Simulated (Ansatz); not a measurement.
`C[O][Mo]([F])([Cl])([Cl])([Cl])[O]C`, relaxed with RKS PBE0-D4/def2-TZVP in the Gaussian-basis code of Ansatz from a PBE-D4/def2-SVP geometry. The force threshold is 0.005 eV/Å; the program also tests the step.

Charge 0, multiplicity 1. Mo: def2 effective core potential.

Start:

```xyz
15

C     0.801   -2.596    0.710
O     0.101   -1.429    0.401
Mo    0.357    0.155   -0.521
F    -1.213    0.030   -1.568
Cl    2.332    0.343    0.726
Cl    1.370   -1.126   -2.206
Cl    1.015    2.086   -1.675
O    -0.678    1.248    0.559
C    -1.591    2.288    0.354
H     1.697   -2.319    1.315
H     0.145   -3.282    1.282
H     1.143   -3.073   -0.238
H    -2.402    1.926   -0.320
H    -1.065    3.136   -0.146
H    -2.013    2.610    1.327
```

(1) By how much does the energy fall, and how many steps does the optimiser take? (Estimate.)

(2) Which bonds change most? (Best estimate.)

(3) Give the relaxed structure. (Estimate.)

Answers

(1) The calculation gave: 2.66 kcal/mol, in 8 steps, 1 of them rejected.

(2) Computed: O2–Mo3 from 1.851 to 1.814 Å; Mo3–O8 from 1.853 to 1.816 Å; Mo3–Cl6 from 2.347 to 2.316 Å; Mo3–Cl5 from 2.343 to 2.314 Å.

(3) Computed: 
```xyz
15

C     0.797   -2.570    0.715
O     0.123   -1.396    0.390
Mo    0.361    0.159   -0.513
F    -1.196    0.049   -1.553
Cl    2.328    0.338    0.693
Cl    1.320   -1.093   -2.210
Cl    1.050    2.046   -1.667
O    -0.655    1.240    0.534
C    -1.588    2.261    0.347
H     1.684   -2.306    1.303
H     0.131   -3.211    1.294
H     1.109   -3.065   -0.211
H    -2.359    1.908   -0.346
H    -1.078    3.127   -0.088
H    -2.027    2.516    1.312
```
